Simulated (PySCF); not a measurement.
**What settings do to a single point of [Yb(H2O)4]3+**

The sound run of [Yb(H2O)4]3+ (singlet in the valence; each metal's 4f electrons, 13 of them, lie in its core potential, out of spins and levels) uses PySCF 2.14.0, RKS B3LYP, Yb lcecp-1-SVP with ECP59, O def2-SVP, H def2-SVP; non-relativistic Hamiltonian with scalar-relativistic core potentials where named; density fitting; no spin-orbit coupling, grid (50, 194), threshold 1e-8 Eh and 55 cycles, at the relaxed geometry:

```xyz
13

Yb    0.0000    0.0000    0.0000
O     1.3258    1.3036    1.2352
H     2.1368    1.0497    1.7399
H     1.2458    2.2746    1.4021
O    -1.3258   -1.2352    1.3036
H    -1.2458   -1.4021    2.2746
H    -2.1368   -1.7399    1.0497
O     1.3258   -1.3036   -1.2352
H     1.2458   -2.2746   -1.4021
H     2.1368   -1.0497   -1.7399
O    -1.3258    1.2352   -1.3036
H    -2.1368    1.7399   -1.0497
H    -1.2458    1.4021   -2.2746
```

There Yb1 has a Mulliken charge of 1.65 e and the dipole about the centre of mass is 0.00 D. Each run below changes one thing and starts from free metal ions and neutral atoms unless it says otherwise; with 55 cycles, smearing, a level shift and second-order steps follow where DIIS fails, and their cycles count. Energy shifts count from the sound run. On f atoms grids over 110 angular points are at least (60, 302).

```
                                               change    outcome  cycles  energy shift (eV)  largest force component (eV/Å)  charge on Yb1 (e)  dipole about the centre of mass (D)
start from the bare core Hamiltonian, limit 98 cycles  converged      10             0.0000                            0.01               1.65                                 0.00
                               all coordinates × 0.94  converged       8               1.25                            3.37               1.53                                 0.00
                                     threshold 0.0001  converged       6             0.0000                            0.01               1.65                                 0.00
               O5 put 0.8 Å from Yb1, limit 95 cycles  converged      17             142.06                          401.54               1.45                                 2.70
```

How does the run with this change end: grid (30, 86)?

outcome converged, cycles 8, energy shift (eV) 0.13, largest force component (eV/Å) 0.06, charge on Yb1 (e) 1.65, dipole about the centre of mass (D) 0.00.

Unsound on purpose, so not properties of the compound: O5 put 0.8 Å from Yb1, limit 95 cycles.

Forces carry noise of the integration grid, about 0.01 to 0.03 eV/Å.

An lcecp potential fixes the number of 4f electrons, so in runs with it no electron can move into or out of that shell.
